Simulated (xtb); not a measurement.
C₂H₄O₂, charge +1, doublet, from a rough starting geometry (a state made from the parent by changing its charge; the spin is typed, not shown lowest); xtb with GFN2-xTB.

Here is a job for xtb.
```
$ xtb mol.xyz --gfn 2 --chrg 1 --uhf 1 --opt vtight --json

# file mol.xyz
8

C     -0.96502485    -0.12626637     0.02089546
C      0.44833927     0.33703446    -0.18178571
O      1.31941513    -0.43746395     0.47778477
O      0.78448950     1.23221267    -0.84742354
H     -1.62897931     0.44386405    -0.58694814
H     -1.02392650    -1.16174510    -0.33720535
H     -1.23627650    -0.09719268     1.05880221
H      2.22737253    -0.10653274     0.30128681
```

Output, abridged:

```
   ID    Z sym.   atoms
    1    6 C      1, 2
    2    8 O      3, 4
    3    1 H      5-8

           -------------------------------------------------
          |                Calculation Setup                |
           -------------------------------------------------

           -------------------------------------------------
          |                 G F N 2 - x T B                 |
           -------------------------------------------------

          ...................................................
          :                      SETUP                      :
          :.................................................:
          :  # basis functions                  20          :
          :  # atomic orbitals                  20          :
          :  # shells                           12          :
          :  # electrons                        23          :
          :  max. iterations                   250          :
          :  Hamiltonian                  GFN2-xTB          :
          :  restarted?                      false          :
          :  GBSA solvation                  false          :
          :  PC potential                    false          :
          :  electronic temp.          300.0000000     K    :
          :  accuracy                    1.0000000          :
          :  -> integral cutoff          0.2500000E+02      :
          :  -> integral neglect         0.1000000E-07      :
          :  -> SCF convergence          0.1000000E-05 Eh   :
          :  -> wf. convergence          0.1000000E-03 e    :
          :  Broyden damping             0.4000000          :
          :  net charge                          1          :
          :  unpaired electrons                  1          :
          ...................................................

 iter      E             dE          RMSdq      gap      omega  full diag
   1    -13.9887675 -0.139888E+02  0.436E+00    6.31       0.0  T
   2    -14.0139108 -0.251433E-01  0.295E+00    5.71       1.0  T
   3    -14.0209323 -0.702149E-02  0.177E+00    5.81       1.0  T
   4    -14.0287713 -0.783896E-02  0.573E-01    5.80       1.0  T
   5    -14.0293579 -0.586637E-03  0.187E-01    5.70       1.0  T
   6    -14.0294126 -0.547011E-04  0.765E-02    5.74       1.0  T
   7    -14.0294201 -0.752150E-05  0.199E-02    5.73       1.8  T
   8    -14.0294203 -0.175720E-06  0.836E-03    5.73       4.2  T
   9    -14.0294204 -0.139735E-06  0.309E-03    5.73      11.4  T
  10    -14.0294205 -0.171337E-07  0.570E-04    5.73      62.1  T
  11    -14.0294205 -0.160322E-09  0.169E-04    5.73     208.7  T

   *** convergence criteria satisfied after 11 iterations ***

         :::::::::::::::::::::::::::::::::::::::::::::::::::::
         ::                     SUMMARY                     ::
         :::::::::::::::::::::::::::::::::::::::::::::::::::::
         :: total energy             -13.879328131577 Eh    ::
         :: gradient norm              0.109423226314 Eh/a0 ::
         :: HOMO-LUMO gap              5.726114278240 eV    ::
         ::.................................................::
         :: SCC energy               -14.029420036689 Eh    ::
         :: -> isotropic ES            0.142847997196 Eh    ::
         :: -> anisotropic ES         -0.004663894936 Eh    ::
         :: -> anisotropic XC          0.001822472016 Eh    ::
         :: -> dispersion             -0.002228662358 Eh    ::
         :: repulsion energy           0.150091905112 Eh    ::
         :: add. restraining           0.000000000000 Eh    ::
         :: total charge               1.000000000000 e     ::
         :::::::::::::::::::::::::::::::::::::::::::::::::::::

      -----------------------------------------------------------
     |                   =====================                   |
     |                        A N C O P T                        |
     |                   =====================                   |
[...]
 * total energy  :   -13.8793281 Eh     change       -0.6046363E-10 Eh
 * total energy  :   -13.8866781 Eh     change       -0.7349979E-02 Eh
 * total energy  :   -13.8921980 Eh     change       -0.5519849E-02 Eh
 * total energy  :   -13.8934783 Eh     change       -0.1280296E-02 Eh
 * total energy  :   -13.8948917 Eh     change       -0.1413494E-02 Eh
 * total energy  :   -13.8949703 Eh     change       -0.7858957E-04 Eh
 * total energy  :   -13.8949913 Eh     change       -0.2100973E-04 Eh
 * total energy  :   -13.8949975 Eh     change       -0.6107689E-05 Eh
 * total energy  :   -13.8950003 Eh     change       -0.2796811E-05 Eh
 * total energy  :   -13.8950009 Eh     change       -0.6096845E-06 Eh
 * total energy  :   -13.8950009 Eh     change       -0.8039689E-07 Eh
 * total energy  :   -13.8950010 Eh     change       -0.6856891E-07 Eh
   *** GEOMETRY OPTIMIZATION CONVERGED AFTER 12 ITERATIONS ***
         :: total energy             -13.895001011741 Eh    ::
[...]
         3        2.0000           -0.9367268             -25.4896
         4        2.0000           -0.8895618             -24.2062
         5        2.0000           -0.8716867             -23.7198
         6        2.0000           -0.8551273             -23.2692
         7        2.0000           -0.8207744             -22.3344
         8        2.0000           -0.7696723             -20.9438
         9        2.0000           -0.7572055             -20.6046
        10        2.0000           -0.7397754             -20.1303
        11        2.0000           -0.7360904             -20.0300
        12        1.0000           -0.6856817             -18.6583 (HOMO)
        13                         -0.4971523             -13.5282 (LUMO)
        14                         -0.2400771              -6.5328
        15                         -0.1177308              -3.2036
        16                         -0.0836206              -2.2754
        17                         -0.0478467              -1.3020
        18                         -0.0195009              -0.5306
        19                          0.0524793               1.4280
        20                          0.4694296              12.7738
      -------------------------------------------------------------
                  HL-Gap            0.1885294 Eh            5.1301 eV
             Fermi-level           -0.6511467 Eh          -17.7186 eV

     #   Z          covCN         q      C6AA      α(0)
     1   6 C        3.753    -0.113    22.728     6.798
     2   6 C        2.683     0.419    19.944     7.308
     3   8 O        1.658    -0.218    17.632     5.668
     4   8 O        0.865    -0.116    16.750     5.487
     5   1 H        0.924     0.193     1.137     1.668
     6   1 H        0.924     0.211     1.046     1.600
     7   1 H        0.924     0.211     1.047     1.600
     8   1 H        0.803     0.414     0.460     1.065

 Mol. C6AA /au·bohr⁶  :        451.340243
 Mol. C8AA /au·bohr⁸  :       9954.330961
 Mol. α(0) /au        :         31.194968

Wiberg/Mayer (AO) data.
largest (>0.10) Wiberg bond orders for each atom

 ---------------------------------------------------------------------------
     #   Z sym  total        # sym  WBO       # sym  WBO       # sym  WBO
 ---------------------------------------------------------------------------
     1   6 C    3.767 --     5 H    0.931     7 H    0.883     6 H    0.882
                             2 C    0.787     4 O    0.235
     2   6 C    3.924 --     4 O    1.741     3 O    1.355     1 C    0.787
     3   8 O    2.392 --     2 C    1.355     8 H    0.792     4 O    0.196
     4   8 O    2.275 --     2 C    1.741     1 C    0.235     3 O    0.196
     5   1 H    0.963 --     1 C    0.931
     6   1 H    0.954 --     1 C    0.882
     7   1 H    0.954 --     1 C    0.883
     8   1 H    0.828 --     3 O    0.792
 ---------------------------------------------------------------------------

Topologies differ in total number of bonds
Writing topology from bond orders to xtbtopo.mol

molecular dipole:
                 x           y           z       tot (Debye)
 q only:        0.257      -0.279       0.239
   full:        0.467      -0.237       0.231       1.455
molecular quadrupole (traceless):
                xx          xy          yy          xz          yz          zz
 q only:        9.317       0.124      -4.954       1.435       0.840      -4.363
  q+dip:       10.252       0.477      -5.680       1.191       1.957      -4.571
   full:       10.489       0.729      -5.873       0.994       2.344      -4.617

optimized geometry written to: xtbopt.xyz

           -------------------------------------------------
          | TOTAL ENERGY              -13.895001011741 Eh   |
          | GRADIENT NORM               0.000051872990 Eh/α |
          | HOMO-LUMO GAP               5.130144869218 eV   |
           -------------------------------------------------

normal termination of xtb
```
